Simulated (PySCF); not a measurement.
Compound: C3H6F2O2.
SMILES: `COCOC(F)F`

Jobs on this species (13 atoms, 58 electrons) with PySCF (density fitting). Hardware of each: one thread of an Arm Neoverse V2, shared host. Times come from a shared host and carry two figures at best. Peak memory is the resident size of the whole Python process, interpreter and libraries included.

| level and settings | work | basis functions | SCF cycles | wall time | peak memory |
| --- | --- | --- | --- | --- | --- |
| PBE/def2-SVPD | 10 singlets by full TDDFT, 4 Tamm–Dancoff triplets, polarisability, ΔSCF ions | 200 | ? | ? | ? |
| PBE0/6-31G* | 10 singlets by full TDDFT, 4 Tamm–Dancoff triplets, polarisability | 110 | 13 | 12 s | 0.61 GiB |
| PBE0-D3(BJ)/def2-SVP, grid level 1 | geometry optimisation from a GFN2-xTB start shaken at random | 128 | 83 | 81 s | 0.50 GiB |
| PBE0/cc-pVTZ | shieldings, charges and field gradients | 294 | 14 | 46 s | 1.1 GiB |
| PBE0/IGLO-III | shieldings, charges and field gradients | 305 | 14 | 46 s | 1.1 GiB |
| PBE0/def2-SVPD | 10 singlets by full TDDFT, 4 Tamm–Dancoff triplets, polarisability, ΔSCF ions | 200 | 14 | 2.2 min | 0.90 GiB |
| CAM-B3LYP/def2-SVPD | 10 singlets by full TDDFT, 4 Tamm–Dancoff triplets, polarisability, ΔSCF ions | 200 | 13 | 2.5 min | 0.99 GiB |
| PBE0/6-31G* | shieldings, charges and field gradients | 110 | 13 | 9.6 s | 0.61 GiB |
| PBE0/def2-SVP | 10 singlets by full TDDFT, 4 Tamm–Dancoff triplets, polarisability | 128 | 13 | 14 s | 0.66 GiB |

Fill in the missing figures.

- PBE/def2-SVPD; 10 singlets by full TDDFT, 4 Tamm–Dancoff triplets, polarisability, ΔSCF ions: 2.9 min, 0.67 GiB, 15 SCF cycles

What do all jobs in the table cost together?

About 11 min; the longest takes about 26 % of that, and about 18 times as long as the shortest.
